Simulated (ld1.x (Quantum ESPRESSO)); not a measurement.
Building the PAW potential for aluminium (LDA (PZ), scalar-relativistic).

| Item | Value |
| --- | --- |
| Element | aluminium (Al) |
| Generator | ld1.x (Quantum ESPRESSO) 7.5 |
| Type | PAW |
| Functional | LDA (PZ) |
| Relativity | scalar-relativistic |
| Frozen core | [Ne] |
| Valence charge | 3 |
| Reference configuration | 3s2 3p1 |
| Partial waves | 3s (bound): rcut 1.80, rcutus 2.15 bohr; 3s channel at 0.6 Ry: rcut 1.80, rcutus 2.15 bohr; 3p (bound): rcut 2.45, rcutus 3.15 bohr; 3p channel at 2.35 Ry: rcut 2.45, rcutus 3.15 bohr; 3d channel at 0.05 Ry: rcut 2.05, rcutus 2.80 bohr |
| Local potential | all-electron potential smoothed inside 1.90 bohr (lloc = -1) |
| Core correction | Bessel-smoothed model core inside 2.15 bohr |
| Augmentation charge | PSQ, inside the norm-conserving radii |

All-electron outer shells of the reference configuration (LDA (PZ), scalar-relativistic, ld1.x):

```
shell  level (eV)  outermost node (bohr)  outermost maximum (bohr)
   2s     -107.50                   0.17                      0.50
   2p      -69.71                      –                      0.43
   3s       -7.84                   0.80                      2.06
   3p       -2.79                   0.82                      2.64
```

Calculated quality:

```json
{
 "Cutoffs needed": "6 Ry and 8 Ry (the cutoffs (Ry, on a coarse ladder) from which the occupation-weighted sum of valence levels, in a spherical-Bessel basis at the reference potential, stays within 10 and 1 mRy of its value at 400 Ry)",
 "Ghost test": "no extra level below or beside the all-electron valence levels (s, p, d, f tested) (spherical-Bessel basis up to 400 Ry, 20 bohr box)",
 "Configuration tests": "test run stopped at test 5 of 9 (negative rho)",
 "Lowest eigenvalue of the overlap operator": "0.43 (s channel)",
 "Density cutoff estimated by the generator": "82 Ry"
}
```

Generation and tests took about 3.8 s on one core of a shared server CPU.
